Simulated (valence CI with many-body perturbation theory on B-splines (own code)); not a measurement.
E1 line list for Zn XVI

Calculated by valence CI with perturbative core correlation (CI+MBPT): five valence electrons over a frozen Dirac-Fock core [Ne], a basis of 9 s, 9 p, 8 d, 6 f, 3 g, 1 h functions for each j, with the one-electron correlation potential Σ1 (screened to all orders), the two-electron term Σ2, the three-electron term Σ3, Breit, model QED; selected single and double excitations, second order for the rest (own B-spline code, finite nucleus).

No measured levels were compared; by estimate levels of excited configurations hold to 0.05 to 0.15 % of their energy, terms of the ground configuration to about 0.5 %. Among the levels kept, up to 460 cm⁻¹ of a level comes from second order outside the variational space, and about a tenth of that is noise between levels of different J, which matters for small intervals.

Lines 51 to 100 of 166 in falling wavelength, among levels below 859120 cm⁻¹, chosen from the strongest by gf and those to the six lowest levels. Wavelengths and rates use the calculated energies, so an error of 300 cm⁻¹ moves a line at 23.45 nm by 0.07 % and its rate by three times that or more. Electric multipoles are in the length gauge, E1 and E2 with the static RPA response of the core. Weak lines are less certain than strong ones. Lines between different terms over intervals too small for the method are left out, as are lines whose strength nearly cancels. The highest levels of a list are the least certain.

Names give the largest LS component (configuration and term), which can be under half, so a name can repeat, a term be missing and a line seem to break the LS rules; names also repeat where a configuration has a term twice. Letters in brackets count levels of one name in rising energy.

| λ vac (nm) | Upper | Lower | A (s⁻¹) | log gf | Branch % |
| --- | --- | --- | --- | --- | --- |
| 23.45 | 3s2.3p2.3d 4F_3/2 | 3s2.3p3 2P°_3/2 | 1.60e+06 | -4.28 | 0.2 |
| 23.26 | 3s.3p4 2S_1/2 [b] | 3s2.3p3 2P°_3/2 | 9.78e+09 | -0.80 | 86.2 |
| 23.14 | 3s.3p3.3d 6D°_3/2 | 3s.3p4 4P_1/2 | 2.31e+07 | -3.13 | 13.7 |
| 22.99 | 3s2.3p2.3d 4F_5/2 | 3s2.3p3 2P°_3/2 | 2.43e+07 | -2.94 | 4.3 |
| 22.77 | 3s.3p3.3d 6D°_1/2 | 3s.3p4 4P_3/2 | 1.13e+08 | -2.76 | 73.0 |
| 22.73 | 3s.3p3.3d 6D°_3/2 | 3s.3p4 4P_3/2 | 2.88e+07 | -3.05 | 17.1 |
| 22.44 | 3s2.3p2.3d 4F_3/2 | 3s2.3p3 2P°_1/2 | 3.14e+07 | -3.02 | 3.1 |
| 22.42 | 3s2.3p2.3d 2P_3/2 [a] | 3s2.3p3 2D°_5/2 | 1.08e+10 | -0.49 | 82.5 |
| 22.37 | 3s.3p4 2D_3/2 | 3s2.3p3 4S°_3/2 | 8.18e+07 | -2.61 | 1.3 |
| 22.27 | 3s.3p4 2S_1/2 [b] | 3s2.3p3 2P°_1/2 | 1.12e+09 | -1.78 | 9.9 |
| 22.18 | 3s2.3p2.3d 2F_5/2 [a] | 3s2.3p3 2P°_3/2 | 5.05e+06 | -3.65 | 1.3 |
| 22.15 | 3p5 2P°_3/2 | 3s.3p4 4P_3/2 | 9.10e+07 | -2.57 | 0.7 |
| 22.05 | 3s.3p4 2D_5/2 | 3s2.3p3 4S°_3/2 | 3.28e+07 | -2.84 | 0.6 |
| 21.82 | 3s2.3p2.3d 2P_3/2 [a] | 3s2.3p3 2D°_3/2 | 7.52e+08 | -1.67 | 5.7 |
| 21.70 | 3s.3p3.3d 6D°_3/2 | 3s.3p4 4P_5/2 | 6.50e+07 | -2.74 | 38.6 |
| 21.68 | 3s2.3p2.3d 4D_1/2 | 3s2.3p3 2P°_3/2 | 1.17e+09 | -1.78 | 38.1 |
| 21.66 | 3s.3p3.3d 6D°_5/2 | 3s.3p4 4P_5/2 | 8.48e+07 | -2.45 | 69.1 |
| 21.61 | 3s2.3p2.3d 4D_3/2 | 3s2.3p3 2P°_3/2 | 8.51e+07 | -2.62 | 3.0 |
| 21.59 | 3s.3p3.3d 6D°_7/2 | 3s.3p4 4P_5/2 | 1.97e+07 | -2.96 | 30.3 |
| 21.56 | 3s.3p4 2S_1/2 [a] | 3s2.3p3 2D°_3/2 | 1.07e+10 | -0.83 | 64.9 |
| 21.17 | 3p5 2P°_3/2 | 3s.3p4 4P_5/2 | 3.58e+08 | -2.02 | 2.9 |
| 21.17 | 3s2.3p2.3d 4D_5/2 | 3s2.3p3 2P°_3/2 | 1.99e+07 | -3.10 | 1.0 |
| 20.81 | 3s2.3p2.3d 4D_1/2 | 3s2.3p3 2P°_1/2 | 7.14e+07 | -3.03 | 2.3 |
| 20.80 | 3s2.3p2.3d 4F_3/2 | 3s2.3p3 2D°_5/2 | 8.63e+07 | -2.65 | 8.5 |
| 20.75 | 3s2.3p2.3d 4D_3/2 | 3s2.3p3 2P°_1/2 | 5.53e+07 | -2.85 | 2.0 |
| 20.43 | 3s2.3p2.3d 4F_5/2 | 3s2.3p3 2D°_5/2 | 1.50e+08 | -2.25 | 26.6 |
| 20.28 | 3s2.3p2.3d 4F_3/2 | 3s2.3p3 2D°_3/2 | 6.92e+08 | -1.77 | 68.3 |
| 20.14 | 3s.3p4 2S_1/2 [b] | 3s2.3p3 2D°_3/2 | 2.85e+08 | -2.46 | 2.5 |
| 19.94 | 3s2.3p2.3d 4F_5/2 | 3s2.3p3 2D°_3/2 | 6.64e+07 | -2.62 | 11.7 |
| 19.90 | 3s2.3p2.3d 4F_7/2 | 3s2.3p3 2D°_5/2 | 7.31e+07 | -2.46 | 100.0 |
| 19.79 | 3s2.3p2.3d 2F_5/2 [a] | 3s2.3p3 2D°_5/2 | 6.69e+05 | -4.63 | 0.2 |
| 19.65 | 3s2.3p2.3d 2P_3/2 [a] | 3s2.3p3 4S°_3/2 | 1.36e+08 | -2.50 | 1.0 |
| 19.44 | 3s.3p4 2S_1/2 [a] | 3s2.3p3 4S°_3/2 | 4.45e+08 | -2.30 | 2.7 |
| 19.42 | 3s2.3p2.3d 2F_7/2 [a] | 3s2.3p3 2D°_5/2 | 8.26e+07 | -2.43 | 100.0 |
| 19.34 | 3s2.3p2.3d 4D_3/2 | 3s2.3p3 2D°_5/2 | 1.49e+09 | -1.48 | 53.0 |
| 19.33 | 3s2.3p2.3d 2F_5/2 [a] | 3s2.3p3 2D°_3/2 | 2.42e+06 | -4.09 | 0.6 |
| 18.98 | 3s2.3p2.3d 4D_5/2 | 3s2.3p3 2D°_5/2 | 4.23e+08 | -1.86 | 21.6 |
| 18.97 | 3s2.3p2.3d 2P_3/2 [b] | 3s2.3p3 2P°_3/2 | 2.96e+09 | -1.19 | 3.2 |
| 18.94 | 3s2.3p2.3d 4D_1/2 | 3s2.3p3 2D°_3/2 | 1.63e+09 | -1.76 | 53.1 |
| 18.89 | 3s2.3p2.3d 4D_3/2 | 3s2.3p3 2D°_3/2 | 1.28e+06 | -4.56 | 0.0 |
| 18.55 | 3s2.3p2.3d 4D_5/2 | 3s2.3p3 2D°_3/2 | 8.49e+07 | -2.58 | 4.3 |
| 18.54 | 3s2.3p2.3d 4P_5/2 | 3s2.3p3 2P°_3/2 | 5.45e+06 | -3.77 | 0.0 |
| 18.40 | 3s2.3p2.3d 4F_3/2 | 3s2.3p3 4S°_3/2 | 2.02e+08 | -2.39 | 19.9 |
| 18.30 | 3s2.3p2.3d 2P_3/2 [b] | 3s2.3p3 2P°_1/2 | 1.74e+09 | -1.46 | 1.9 |
| 18.29 | 3s2.3p2.3d 4P_3/2 | 3s2.3p3 2P°_3/2 | 5.08e+08 | -1.99 | 0.5 |
| 18.28 | 3s.3p4 2S_1/2 [b] | 3s2.3p3 4S°_3/2 | 1.62e+08 | -2.79 | 1.4 |
| 18.27 | 3s2.3p2.3d 4D_7/2 | 3s2.3p3 2D°_5/2 | 3.90e+07 | -2.81 | 100.0 |
| 18.21 | 3s2.3p2.3d 4P_1/2 [a] | 3s2.3p3 2P°_3/2 | 9.36e+09 | -1.03 | 8.9 |
| 18.11 | 3s2.3p2.3d 4F_5/2 | 3s2.3p3 4S°_3/2 | 3.25e+08 | -2.02 | 57.4 |
| 17.93 | 3s2.3p2.3d 4P_1/2 [b] | 3s2.3p3 2P°_3/2 | 1.36e+10 | -0.88 | 12.3 |
